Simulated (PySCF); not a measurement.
## Electron correlation in Ge (germanium, neutral)

[Ar] 3d10 4s2 4p1 5s1, high-spin 3P determinant (an excited configuration). Calculation: PySCF 2.14, in aug-cc-pVQZ-PP with ECP10MDF (7s6p5d3f2g, 89 functions); a scalar-relativistic core potential. Frozen: 3s2 3p6 3d10; 4 electrons correlated.

```
  level  correlation energy (mhartree)
   CCSD                         -60.72
    (T)                          -1.69
CCSD(T)                         -62.41
```

Diagnostics: T1 = 0.018, D1 = 0.0450, largest double amplitude 0.084.

Q: Is a single reference adequate?

A: Mostly. T1 lies below 0.03, but a double amplitude of this size points to a near-degeneracy that CCSD handles and MP2 describes poorly.
